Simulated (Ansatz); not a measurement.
A nudged elastic band was laid between two geometries of CH9ClOSi3 (15 atoms, charge 0, multiplicity 1).

Level of theory: RKS PBE0/6-31G (Ansatz 0.2.0).

```json
{
  "movable images": "9",
  "climbing image": "yes",
  "spring": "5.0 eV/Å²",
  "optimiser": "quadratic models (default)",
  "start path": "through a guess of the saddle point",
  "force threshold": "0.05 eV/Å",
  "iteration limit": "38",
  "end points": "relaxed"
}
```

Image 0:

```xyz
15
Properties=species:S:1:pos:R:3
C 0.343 -2.923 0.673
Si 0.628 -1.458 -0.519
Si 0.040 0.591 0.493
Cl -2.020 0.340 1.310
Si -0.172 2.515 -0.869
O -0.928 3.784 0.036
H 0.987 -2.836 1.553
H 0.566 -3.867 0.167
H -0.699 -2.940 1.006
H 2.077 -1.345 -0.921
H -0.189 -1.602 -1.774
H 0.882 0.874 1.708
H 1.172 3.051 -1.257
H -0.954 2.134 -2.099
H -1.754 3.630 0.522
```

Image 10:

```xyz
15
Properties=species:S:1:pos:R:3
C 0.505 -2.881 0.629
Si 0.791 -1.254 -0.331
Si -0.590 0.462 0.515
Cl -2.656 -0.356 0.585
Si -0.769 2.460 -0.738
O 0.757 3.289 -0.727
H 0.795 -2.767 1.678
H 1.100 -3.688 0.189
H -0.551 -3.163 0.589
H 2.216 -0.782 -0.203
H 0.480 -1.418 -1.794
H -0.252 0.780 1.950
H -1.031 2.149 -2.178
H -1.879 3.304 -0.162
H 1.061 3.812 0.029
```

(1) Which bonds break or form, and what moves?

(2) Give the energies along the band, and the barrier.

(3) What is the geometry of the highest image?

Answers

(1) No bond is made or broken. The dihedral Si2–Si3–Si5–O6 goes from 168 to -67°.

(2) The run converged. The highest image is number 6 of 0 to 10, 5.4 kJ/mol above the first end and 2.5 kJ/mol above the last; the last end lies 3.0 kJ/mol above the first. A vibrational analysis at the climbing image gives no mode beyond 40i cm⁻¹: the surface is too flat there to confirm a saddle point. Limits of this set-up: no polarisation functions.

```tsv
image	path coordinate (Å)	energy (kJ/mol)	dihedral Si2–Si3–Si5–O6 (°)
0	0.00	0.0	168
1	0.60	0.3	-179
2	1.20	1.2	-167
3	1.79	2.6	-154
4	2.39	4.0	-142
5	2.99	5.2	-130
6	3.59	5.4	-118
7	4.22	4.9	-105
8	4.85	4.0	-92
9	5.48	3.2	-80
10	6.11	3.0	-67
```

(3) 
```xyz
15
Properties=species:S:1:pos:R:3
C 0.524 -2.909 0.683
Si 0.704 -1.355 -0.412
Si -0.472 0.488 0.479
Cl -2.573 -0.187 0.726
Si -0.518 2.426 -0.893
O 0.271 3.761 -0.112
H 0.976 -2.746 1.665
H 1.020 -3.762 0.209
H -0.533 -3.152 0.822
H 2.145 -0.936 -0.553
H 0.157 -1.594 -1.794
H -0.019 0.839 1.872
H 0.302 2.201 -2.125
H -1.950 2.726 -1.251
H -0.057 4.148 0.712
```

The run took 5.6 min on 1 thread of Intel(R) Xeon(R) 6975P-C (Granite Rapids) (shared host), peak memory 0.29 GiB.
